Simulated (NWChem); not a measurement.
Species: Si2NH6OCl; SMILES Cl[Si@H]([SiH2]O)N

```xyz
11

N     -2.0166    -0.5129     0.3997
Si    -0.5106    -0.4797    -0.4211
Cl     0.7883    -2.0693     0.0548
Si     0.7592     1.3754     0.2109
O     -0.0763     2.7632    -0.2047
H     -2.0700    -0.3142     1.3924
H     -2.7438    -1.1600     0.1143
H     -0.7951    -0.6149    -1.8759
H      2.0971     1.3123    -0.4601
H      1.0017     1.2991     1.6902
H      0.3541     3.6009    -0.0093
```
Atoms are numbered in this order, from 1.

Program: NWChem. The geometry was optimised at PBE0/def2-SVP. Hybrids' shares of exact exchange are those that their runs print; pure functionals count as 0. The functionals differ in more than this share.

```
row              share of exact exchange  orbital gap (eV)
---------------  -----------------------  ----------------
PBE/def2-TZVP                       0.00              5.16
TPSSh/def2-TZVP                     0.10              6.34
B3LYP/def2-TZVP                     0.20              6.91
PBE0/def2-TZVP                      0.25          withheld
```

Question: Fit a straight line of the last column on the one before it, predict the withheld value, and compare with the run.

Answer: 
1. Means of the 3 shown rows: x = 0.100, y = 6.137. Slope Σ(x − x̄)(y − ȳ)/Σ(x − x̄)² = 0.1750/0.02000 = 8.750; intercept 5.262.
2. The shown rows scatter about the line by 0.144 (root mean square); the largest residual is +0.20, at TPSSh/def2-TZVP.
3. At x = 0.25 (PBE0/def2-TZVP; beyond the shown range) the line gives 7.45.
4. The run gives 7.34, -0.11 from the line, 0.8 times the scatter.
